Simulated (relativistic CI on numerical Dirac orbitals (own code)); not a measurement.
# Ru3+: L-alpha,beta X-ray emission

Computed with this model: Dirac-Coulomb-Breit CI, orbitals from a KLI potential per configuration, model QED (radiative potential, 1s self-energy scaled to tabulated hydrogen-like ionisation energies), valence Slater integrals scaled by 0.9, multiplet model of X-ray emission after core ionisation; configurations [Kr] 4d5 → [He] 2s2 2p5 3s2 3p6 3d10 4s2 4p6 4d5 → [Ar] 3d9 4s2 4p6 4d5; 80 K; Lorentzian 2.8 eV and Gaussian 0.6 eV FWHM. Energies are those of the free ion, without screening or charge transfer. S is read from ⟨S²⟩ = S(S + 1).

free ion: ground-state S = 2.49, centroid 2602.17 eV. Peaks (eV, height): 2560.0 (100), 2677.6 (6), 2685.6 (48).

Strongest unbroadened transitions for free ion:

| Energy (eV) | Relative strength |
| --- | --- |
| 2559.60 | 23.8 |
| 2559.97 | 100.0 |
| 2559.98 | 28.6 |
| 2560.06 | 7.2 |
| 2560.27 | 22.8 |
| 2560.32 | 54.2 |
| 2560.47 | 13.4 |
| 2560.56 | 25.3 |
| 2560.68 | 8.6 |
| 2677.33 | 6.8 |
| 2685.22 | 9.5 |
| 2685.29 | 15.0 |
| 2685.36 | 12.0 |
| 2685.51 | 6.9 |
| 2685.52 | 8.7 |
| 2685.66 | 30.9 |
| 2685.81 | 11.7 |
| 2685.87 | 9.3 |
